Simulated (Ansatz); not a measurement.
Steps of a relaxation of C$_{5}$H$_{12}$O$_{2}$ (`OCCCCCO`) with RKS PBE-D4/def2-SVP.

```sh
$ ansatz run in.yaml --threads 2 --pin off --events-out ev --progress --plain --max-ram 31744MiB --backend cpu
```

```yaml
crystal:
  periodic: [false, false, false]
  atoms:
    - {symbol: O, position_ang: [0.351790, 1.840620, -2.895200]}
    - {symbol: C, position_ang: [0.435900, 1.306530, -1.594040]}
    - {symbol: C, position_ang: [-0.083760, -0.130520, -1.518870]}
    - {symbol: C, position_ang: [0.190180, -0.806080, -0.176620]}
    - {symbol: C, position_ang: [-0.619150, -0.217400, 0.977830]}
    - {symbol: C, position_ang: [-0.310160, -0.929240, 2.296720]}
    - {symbol: O, position_ang: [1.038560, -0.813330, 2.681060]}
    - {symbol: H, position_ang: [-0.564180, 1.788860, -3.191360]}
    - {symbol: H, position_ang: [1.498080, 1.335380, -1.338570]}
    - {symbol: H, position_ang: [-0.110160, 1.950320, -0.889200]}
    - {symbol: H, position_ang: [0.404710, -0.702600, -2.311020]}
    - {symbol: H, position_ang: [-1.160120, -0.136080, -1.717210]}
    - {symbol: H, position_ang: [1.253430, -0.732730, 0.059140]}
    - {symbol: H, position_ang: [-0.053840, -1.867170, -0.262780]}
    - {symbol: H, position_ang: [-1.686950, -0.313730, 0.772170]}
    - {symbol: H, position_ang: [-0.390790, 0.845440, 1.090840]}
    - {symbol: H, position_ang: [-0.967520, -0.538170, 3.088350]}
    - {symbol: H, position_ang: [-0.491010, -2.002310, 2.198450]}
    - {symbol: H, position_ang: [1.264980, 0.122240, 2.730320]}
basis:
  gaussian: {orbitals: def2-SVP}
hamiltonian: {xc: pbe, dispersion: d4}
relax: {f_tol: 0.03, max_steps: 200}
```

Positions (Å) and forces (eV/Å) along the path, 4 of 4 steps:

```xyz
19
step=1 energy=-9455.9267 eV
O     0.352    1.841   -2.895    0.604    0.228   -0.375
C     0.436    1.307   -1.594   -0.561   -0.314   -0.645
C    -0.084   -0.131   -1.519    0.581    0.293    0.587
C     0.190   -0.806   -0.177   -0.638    0.580   -0.220
C    -0.619   -0.217    0.978    0.627   -0.895    0.208
C    -0.310   -0.929    2.297    0.212    0.707   -0.149
O     1.039   -0.813    2.681    0.487   -0.626    0.024
H    -0.564    1.789   -3.191   -0.507   -0.054   -0.053
H     1.498    1.335   -1.339    0.553    0.000    0.282
H    -0.110    1.950   -0.889   -0.158    0.275    0.557
H     0.405   -0.703   -2.311    0.207   -0.242   -0.525
H    -1.160   -0.136   -1.717   -0.617   -0.020   -0.200
H     1.253   -0.733    0.059    0.606   -0.068    0.188
H    -0.054   -1.867   -0.263   -0.038   -0.643    0.003
H    -1.687   -0.314    0.772   -0.677    0.067   -0.145
H    -0.391    0.845    1.091   -0.006    0.665    0.103
H    -0.968   -0.538    3.088   -0.482    0.080    0.368
H    -0.491   -2.002    2.198   -0.228   -0.573   -0.046
H     1.265    0.122    2.730    0.034    0.541    0.037
19
step=2 energy=-9456.0219 eV
O     0.352    1.859   -2.937    0.185   -0.002   -0.077
C     0.433    1.320   -1.630   -0.128   -0.095   -0.130
C    -0.070   -0.123   -1.534    0.084    0.124    0.190
C     0.179   -0.807   -0.183   -0.120    0.194   -0.013
C    -0.621   -0.240    0.997    0.188   -0.163    0.021
C    -0.306   -0.926    2.330    0.107    0.124   -0.190
O     1.056   -0.829    2.702    0.149   -0.204   -0.002
H    -0.576    1.816   -3.221   -0.165   -0.025    0.025
H     1.505    1.347   -1.362    0.181    0.032    0.087
H    -0.101    1.963   -0.895   -0.050    0.100    0.162
H     0.428   -0.693   -2.340    0.053   -0.112   -0.131
H    -1.156   -0.137   -1.757   -0.203   -0.033   -0.091
H     1.254   -0.750    0.068    0.203   -0.042    0.061
H    -0.057   -1.883   -0.274   -0.004   -0.197   -0.028
H    -1.704   -0.331    0.794   -0.224    0.032   -0.017
H    -0.414    0.842    1.112   -0.028    0.238   -0.002
H    -0.977   -0.533    3.126   -0.133    0.053    0.087
H    -0.510   -2.009    2.239   -0.069   -0.190    0.034
H     1.283    0.114    2.765   -0.030    0.167    0.013
19
step=3 energy=-9456.0333 eV
O     0.346    1.856   -2.932   -0.008    0.021   -0.021
C     0.436    1.319   -1.624   -0.017   -0.027   -0.017
C    -0.066   -0.126   -1.535    0.039   -0.010    0.023
C     0.180   -0.810   -0.183   -0.039    0.035   -0.029
C    -0.624   -0.236    0.991    0.047   -0.044    0.005
C    -0.301   -0.921    2.323   -0.054    0.024   -0.010
O     1.067   -0.830    2.685    0.031   -0.003   -0.004
H    -0.592    1.820   -3.197    0.022   -0.007    0.042
H     1.515    1.349   -1.355   -0.023    0.002   -0.002
H    -0.093    1.962   -0.875    0.010   -0.008   -0.020
H     0.437   -0.699   -2.343   -0.014    0.015    0.009
H    -1.157   -0.147   -1.772    0.032    0.000    0.007
H     1.262   -0.762    0.076   -0.038    0.002   -0.007
H    -0.054   -1.893   -0.277    0.002    0.022    0.014
H    -1.717   -0.328    0.792    0.026   -0.001    0.004
H    -0.430    0.857    1.099   -0.008   -0.038   -0.007
H    -0.974   -0.519    3.121    0.021   -0.006    0.009
H    -0.519   -2.010    2.245    0.007    0.038    0.004
H     1.285    0.118    2.763   -0.036   -0.017    0.000
19
step=4 energy=-9456.0342 eV
O     0.342    1.858   -2.933   -0.006    0.004   -0.015
C     0.438    1.319   -1.627   -0.004   -0.010    0.012
C    -0.062   -0.126   -1.536    0.003   -0.003    0.013
C     0.179   -0.810   -0.185   -0.001    0.002    0.000
C    -0.624   -0.240    0.991    0.002    0.003   -0.005
C    -0.302   -0.920    2.325   -0.024    0.002   -0.019
O     1.067   -0.831    2.684    0.027    0.003    0.004
H    -0.598    1.824   -3.190    0.009   -0.002    0.019
H     1.517    1.351   -1.360   -0.010    0.000   -0.003
H    -0.089    1.961   -0.876    0.004   -0.005   -0.009
H     0.441   -0.699   -2.344   -0.004    0.003    0.010
H    -1.152   -0.147   -1.776    0.010    0.003   -0.002
H     1.259   -0.764    0.076   -0.010    0.000   -0.001
H    -0.056   -1.893   -0.278    0.001    0.010   -0.001
H    -1.716   -0.332    0.793    0.009   -0.002    0.002
H    -0.433    0.854    1.097   -0.003   -0.012   -0.002
H    -0.971   -0.514    3.124    0.012    0.001   -0.008
H    -0.522   -2.008    2.251    0.001    0.011    0.003
H     1.282    0.117    2.767   -0.016   -0.009    0.002
```

Hardware: 2 threads of an AMD EPYC 7R13 on a shared host. Wall time 14 s, peak host memory 0.24 GiB.
